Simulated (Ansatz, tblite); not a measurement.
Forces on SnCl4O2H4 (relaxed from a model of trans-Sn(H2O)2Cl4, whose bonding it doesn't keep) at its r2SCAN-D4/def2-SVP geometry. Total charge 0; singlet.

In the def2 sets Sn takes a core potential; there is no spin–orbit coupling. The xTB rows come from tblite. Another isomer (singlet) lies 0.29 eV lower at PBE0-D4/def2-TZVP; other spin states weren't run for this one.

GFN1-xTB (tblite), largest force 1.36 eV/Å:

```xyz
11
positions Å, forces eV/Å
Cl   -2.128   -0.919    0.575   -0.065   -0.062    0.030
Cl    2.177    0.872   -0.553    0.057    0.057   -0.027
Cl   -0.394   -0.504   -2.301   -0.024    0.012   -0.090
Cl    0.387    0.574    2.308    0.022   -0.012    0.080
O     1.083   -2.008    0.082    0.872   -0.635   -0.827
O    -1.077    2.012   -0.077   -0.934    0.600    0.785
Sn    0.010    0.006    0.007    0.015    0.008    0.010
H     2.016   -1.741   -0.034   -0.698   -0.157    0.207
H     0.831   -2.420   -0.767    0.071    0.281    0.678
H    -0.889    2.376    0.810   -0.021   -0.248   -0.703
H    -2.017    1.752   -0.049    0.705    0.156   -0.143
```

GFN2-xTB (tblite), largest force 1.61 eV/Å:

```
Cl -0.177 -0.111 0.061
Cl 0.177 0.105 -0.056
Cl -0.044 -0.014 -0.212
Cl 0.044 0.020 0.208
O 0.981 -1.150 -0.546
O -1.030 1.122 0.513
Sn 0.020 0.011 0.014
H -0.246 -0.251 0.175
H 0.074 -0.063 0.370
H -0.052 0.084 -0.381
H 0.253 0.247 -0.145
```

PBE-D4/def2-TZVP (Ansatz), largest force 0.27 eV/Å:

```
Cl -0.012 -0.035 -0.002
Cl 0.009 0.026 0.008
Cl -0.025 0.013 -0.023
Cl 0.023 -0.007 0.014
O -0.063 -0.143 0.223
O 0.074 0.150 -0.215
Sn 0.005 0.002 0.003
H 0.249 0.105 0.021
H -0.127 -0.113 -0.206
H 0.112 0.098 0.226
H -0.245 -0.097 -0.049
```
